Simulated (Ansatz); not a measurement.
Gas-phase reaction R1 → 2 P1 + P2, each structure at its B3LYP-D3(BJ)/def2-TZVP stationary point, reached from a drawn start (curvature not checked).
R1, SO2 (SMILES O=[S+][O-]) (charge 0, multiplicity 1, Z-matrix in Å and degrees):
```
S
O 1 1.4385
O 1 1.4385 2 118.86
```
P1: O atom, charge 0, multiplicity 3.
P2: S atom, charge 0, multiplicity 3.

P less R. No zero-point or thermal terms; singlets are restricted closed shells; open shells are unrestricted; no spin–orbit coupling.

The values were computed with Ansatz (Gaussian basis) for Hartree–Fock, density functionals and correlated methods. All values are computed, each at the level named.

Question: Predict the reaction energy from wB97M-V/def2-TZVPP.

Answer: 1074 kJ/mol

Question: What is the computed reaction energy (HF/cc-pV(D+d)Z)?

Answer: 335 kJ/mol

Question: Predict the reaction energy from HF/cc-pV(Q+d)Z.

Answer: 453 kJ/mol

Ansatz is a quantum-chemistry and plane-wave program.
